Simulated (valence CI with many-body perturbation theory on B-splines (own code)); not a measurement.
Ladder of approximations for Os LVI

Computed by relativistic CI+MBPT: three valence electrons over a frozen Dirac-Fock core [Ar], a basis of 9 s, 9 p, 10 d, 8 f, 5 g, 3 h, 1 i functions for each j, with the one-electron correlation potential Σ1, the two-electron term Σ2, the three-electron term Σ3, Breit, model QED; selected CI, second order for the rest (own B-spline code, finite nucleus).

The last digits are not significant, and no measured levels were compared; by estimate large intervals hold to a few tenths of a per cent, small ones and those within an open d or f shell to about a per cent. The list stops below the first excitations out of the core. Only levels of the ground parity were solved; by the run's estimate the other parity begins above the list, which can be wrong where configurations are misplaced.

Each rung adds one term. CI alone is the Dirac-Coulomb CI over the frozen core; QED comes last and gives the full result, which names the levels. Energies are above (3d3/2^3) J=3/2 on the same rung, in cm⁻¹.

Levels are named by their leading jj configuration (3d3/2^4 stands for four electrons in 3d with j = 3/2), which in mixed levels can hold well under half, so a name can repeat and another be missing. Letters in brackets count levels of one name in rising energy.

| Level | CI alone |
| --- | --- |
| (3d3/2^2 3d5/2) J=5/2 [a] | 616009 |
| (3d3/2^2 3d5/2) J=3/2 | 667610 |
| (3d3/2^2 3d5/2) J=9/2 | 711628 |
| (3d3/2^2 3d5/2) J=7/2 | 710982 |
| (3d3/2^2 3d5/2) J=1/2 | 716693 |
| (3d3/2^2 3d5/2) J=5/2 [b] | 917215 |
| (3d3/2 3d5/2^2) J=7/2 [a] | 1307450 |
| (3d3/2 3d5/2^2) J=9/2 | 1353730 |
| (3d3/2 3d5/2^2) J=3/2 [a] | 1388590 |
| (3d3/2 3d5/2^2) J=1/2 | 1415560 |
| (3d3/2 3d5/2^2) J=11/2 | 1439510 |
| (3d3/2 3d5/2^2) J=5/2 [a] | 1428950 |
| (3d3/2 3d5/2^2) J=5/2 [b] | 1509040 |
| (3d3/2 3d5/2^2) J=7/2 [b] | 1514500 |
| (3d3/2 3d5/2^2) J=3/2 [b] | 1677560 |

Question: What do these energies become with core correlation, Breit and QED?

Answer: (3d3/2^2 3d5/2) J=5/2 [a] 607289 (-8721); (3d3/2^2 3d5/2) J=3/2 659383 (-8227); (3d3/2^2 3d5/2) J=9/2 689229 (-22399); (3d3/2^2 3d5/2) J=7/2 691590 (-19391); (3d3/2^2 3d5/2) J=1/2 704325 (-12368); (3d3/2^2 3d5/2) J=5/2 [b] 902211 (-15004); (3d3/2 3d5/2^2) J=7/2 [a] 1286450 (-20998); (3d3/2 3d5/2^2) J=9/2 1325170 (-28561); (3d3/2 3d5/2^2) J=3/2 [a] 1369550 (-19042); (3d3/2 3d5/2^2) J=1/2 1394170 (-21395); (3d3/2 3d5/2^2) J=11/2 1403660 (-35845); (3d3/2 3d5/2^2) J=5/2 [a] 1405770 (-23179); (3d3/2 3d5/2^2) J=5/2 [b] 1481580 (-27459); (3d3/2 3d5/2^2) J=7/2 [b] 1483260 (-31235); (3d3/2 3d5/2^2) J=3/2 [b] 1654560 (-23007).

Question: How does the ionisation energy move along the ladder, and which term matters most?

Answer: CI alone 5418.1, + Σ1 5420.8, + Σ2 5427.0, + Σ3 5427.1, + Breit 5421.7, + QED 5422.0 eV. The largest step is Σ2, 6.2 eV. NIST lists 5421 ± 5 eV (theoretical).
